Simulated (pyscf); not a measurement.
F–W(F)(=Se)(SeH)–SeH (SMILES [F][W]([F])(=[Se])([SeH])[SeH]) -> F–W(F)(=Se)=Se (SMILES [F][W]([F])(=[Se])=[Se]) + H₂Se (SMILES [SeH2]) (elimination; singlet surface; H–Se, Se–W broken, H–Se formed). Structures and frequencies: ωB97X-D3(BJ)/def2-SVP in PySCF. Energies in eV from the reactant's lowest minimum found.

```csv
level,barrier,reaction energy
PBE/def2-TZVP,0.66,+0.16
r²SCAN/def2-TZVP,___,+0.30
B3LYP-D3(BJ)/def2-TZVP,0.87,+0.27
PBE0-D3(BJ)/def2-TZVP,___,___
M06-2X/def2-TZVP,0.98,+0.24
HF/def2-TZVP,1.56,-0.02
```

Complete the blanks.


- r²SCAN/def2-TZVP, barrier: 0.79
- PBE0-D3(BJ)/def2-TZVP, barrier: 0.77
- PBE0-D3(BJ)/def2-TZVP, reaction energy: +0.33

The functionals in the table span 0.31 eV in this barrier, from PBE to M06-2X. On the product side the descent ends in an adduct with a Se–W contact, 0.70 eV under the separated species and 0.99 eV under the saddle at ωB97X-D3(BJ)/def2-TZVP. What is counted as broken (Se–W) persists as a longer contact in the product adduct; parting that adduct is a step of its own. This is the saddle that the search found; another between the same sides may lie lower. Elements up to Kr have no core potential and no relativistic terms here. Elements past Kr carry the def2 core potentials, without spin-orbit coupling.
